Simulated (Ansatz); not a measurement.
`C[Si](C)(O)Cl` + H₂S → `C[Si](C)(S)Cl` + H₂O at 500 K and 1 bar (ligand exchange at the Si–O bond).

Gas-phase electronic energies from Ansatz, PBE0-D4/def2-TZVP geometries. CCSD(T)/CBS is the MP2 limit (def2-TZVPP, def2-QZVPP) plus CCSD(T) − MP2 in def2-TZVPP, frozen cores. This one scheme is used for every species. One conformer a species, not always the lowest.

```json
{"species": "`C[Si](C)(O)Cl`", "CCSD(T)/CBS energy (Eh)": "-904.49412", "H − E (kJ/mol)": "289.5", "S (J/(mol·K))": "438.4"}
{"species": "H₂S", "CCSD(T)/CBS energy (Eh)": "-398.97279", "H − E (kJ/mol)": "57.0", "S (J/(mol·K))": "224.0"}
{"species": "`C[Si](C)(S)Cl`", "CCSD(T)/CBS energy (Eh)": "-1227.07199", "H − E (kJ/mol)": "280.2", "S (J/(mol·K))": "454.9"}
{"species": "H₂O", "CCSD(T)/CBS energy (Eh)": "-76.37941", "H − E (kJ/mol)": "73.2", "S (J/(mol·K))": "206.3"}
```

H − E and S are ideal-gas, rigid-rotor, harmonic terms from PBE0-D4/def2-TZVP, for one conformer and one mirror image of each species. 1 Eh = 2625.50 kJ/mol, R = 8.31446 J/(mol·K).

By hand: ΔE, ΔH, ΔS and ΔG.

ΔE = (-1227.07199) + (-76.37941) − (-904.49412) − (-398.97279) = 0.01551 Eh = 40.7 kJ/mol. Δ(H − E) = 280.2 + 73.2 − 289.5 − 57.0 = 6.9, so ΔH = 47.6 kJ/mol. ΔS = 454.9 + 206.3 − 438.4 − 224.0 = -1.2 J/(mol·K). ΔG = 47.6 − 500 × (-1.2)/1000 = 48.2 kJ/mol.

By hand: the equilibrium constant, and the temperature at which ΔG would vanish if ΔH and ΔS stayed fixed.

log₁₀ K = −ΔG/(RT ln 10) = -5.0. ΔH and −TΔS have one sign here, so there is no such temperature. One of them is within its doubt of zero, so this could turn.

The number of gas molecules stays the same, so ΔS is small and ΔH decides. A doubt of 5 kJ/mol in ΔE shifts log₁₀ K by 0.5 here. Other conformers and mirror images would add mixing entropy, several J/(mol·K) or more a flexible species. These are equilibria of isolated gas molecules and say nothing of rates. Largest T1 diagnostic: 0.010 (customary marks: 0.02 for closed shells, 0.045 for open ones).
